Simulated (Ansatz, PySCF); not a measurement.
Gas-phase reaction (SMILES): C[SiH2]O[SiH3] → C[SiH2][O] + [SiH3] (SiH3); the O-Si bond at the site shown breaks (other sites are not compared here).

Structures are relaxed separately at B3LYP-D3(BJ)/def2-TZVP in Ansatz (a program for electronic structure), one conformer each, not searched for the lowest. Cores are frozen in the correlated levels unless marked. UHF or UKS for open shells. No spin-orbit coupling. Non-relativistic. Basis-set limits of correlation are two-point, X^-3; Hartree-Fock from the larger set. Thermal terms are rigid-rotor harmonic-oscillator values from B3LYP-D3(BJ) frequencies (PySCF) at 298.15 K and 1 atm. 1 Eh = 627.5095 kcal/mol.

```
species         E, CCSD(T)/CBS(cc-pV(T+d)Z,cc-pV(Q+d)Z) (Ansatz) (Eh)  E, r2SCAN-D4/def2-TZVPD (Ansatz + dftd4) (Eh)  H - E (Eh)
--------------  -----------------------------------------------------  ---------------------------------------------  ----------
C[SiH2]O[SiH3]                                             -696.27618                                     -697.16831     0.09233
C[SiH2][O]                                                 -405.25777                                     -405.76403     0.06101
[SiH3] (SiH3)                                              -290.80393                                     -291.20718     0.02515
```

Work out ΔE and ΔH at 298.15 K at the first level, then ΔH at the second.


1. ΔE = [(-405.25777) + (-290.80393)] - [(-696.27618)] = 0.21448 Eh = 134.6 kcal/mol at CCSD(T)/CBS(cc-pV(T+d)Z,cc-pV(Q+d)Z).
2. The terms H - E add up to -0.00617 Eh, so ΔH = (0.21448 + (-0.00617))×627.5095 = 130.7 kcal/mol.
3. At r2SCAN-D4/def2-TZVPD the same steps give ΔE = 123.7 and ΔH = 119.8 kcal/mol, a shift of -10.9 from the first level.
4. These values are not checked against measurement here, since the tables used lack a sound gas-phase enthalpy of formation for at least one species.
